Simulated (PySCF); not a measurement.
Correlation energy of Mo⁶⁺ (molybdenum, charge +6)

[Kr], closed-shell 1S. All numbers are calculated (PySCF 2.14, the spin-free X2C one-electron Hamiltonian (Gaussian nucleus), in an uncontracted even-tempered set (22 s from 0.14 bohr⁻², ratio 2.5; 15 p from 0.18 bohr⁻², ratio 2.5; 10 d from 0.33 bohr⁻², ratio 2.5; 5 f from 2.7 bohr⁻², ratio 2.7; 5 g from 4 bohr⁻², ratio 2.7)). Frozen: [Ne]; 26 electrons correlated; the 40 highest virtual orbitals of each spin left out.

MP2 pair energies summed by pair of shells (mhartree):

```tsv
pair	energy	share (%)
3d-3d	-408.83	34.8
3p-3d	-207.00	17.6
4p-4p	-156.74	13.4
3d-4p	-139.99	11.9
3p-3p	-52.33	4.5
3s-3d	-49.26	4.2
4s-4p	-37.81	3.2
3d-4s	-34.27	2.9
3p-4p	-29.74	2.5
3s-3p	-25.02	2.1
3p-4s	-11.48	1.0
4s-4s	-8.52	0.7
3s-4p	-6.53	0.6
3s-3s	-4.24	0.4
3s-4s	-2.15	0.2
```

Total MP2 correlation energy: -1173.9 mhartree.

Same-spin part -392.29 and opposite-spin part -781.61 mhartree; SCS-MP2 scales them by 1/3 and 6/5 to -1068.7 mhartree.
